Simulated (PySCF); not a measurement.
methoxyethene (C3H6O), SMILES C=COC.

Coordinates come from a B3LYP-D3(BJ)/def2-SVP optimisation. The values are those of a single conformer.

These are PBE/def2-TZVP run with PySCF values and carry that method's errors.

```json
{
  "total_energy": "-192.94353 hartree",
  "point_group": "Cs",
  "highest_occupied_level": "-5.32 eV",
  "lowest_empty_level": "-0.39 eV",
  "orbital_gap": "4.92 eV",
  "dipole_moment": "0.350 e·Å",
  "quadrupole, principal values (traceless, Buckingham form, about the centre of nuclear charge)": "-3.81, 0.11, 3.71 D·Å",
  "mean_static_polarisability": "45.1 bohr³ (6.69 Å³)",
  "polarisability_principal_values": "32.8, 38.4, 64.2 bohr³"
}
```
